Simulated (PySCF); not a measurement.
SrN: from constants to spectrum

UHF-CCSD(T) constants of SrN, ⁴Σ⁻ (quartet), unpaired electrons σ ↑, π ↑↑ (Sr def2-SVP with ECP28, N def2-SVP; scalar-relativistic core potentials (PySCF 2.14); masses 87.9056 and 14.0031 u):

* ωe: 361.3 cm⁻¹
* ωexe: 5.44 cm⁻¹
* Be: 0.22896 cm⁻¹
* αe: 0.00286 cm⁻¹
* D (centrifugal): 3.68e-07 cm⁻¹
* De to Sr + N: 0.393 eV

Q: Give the vibrational terms G(v) and spacings up to v = 6.

A: G(v) = ωe(v+½) − ωexe(v+½)².

```csv
v,G(v) (cm⁻¹),G(v) − G(v−1),Bv (cm⁻¹)
0,179,,0.2275
1,530,350,0.2247
2,869,340,0.2218
3,1198,329,0.2190
4,1516,318,0.2161
5,1823,307,0.2132
6,2119,296,0.2104
```

Q: How well does the Morse estimate ωe²/(4ωexe) reproduce De, and what is D0?

A: It gives 0.744 eV, 189 % of the computed De. D0 = De − G(0) = 0.393 − 0.022 = 0.371 eV.

Correlated steps freeze 1 core orbital. The bond is weak. Basis-set superposition, not corrected here, can be much of De in a small basis, most of all at correlated wavefunction levels. Spin–orbit coupling is left out. The state was picked by a PBE0 search and need not be the measured ground state.
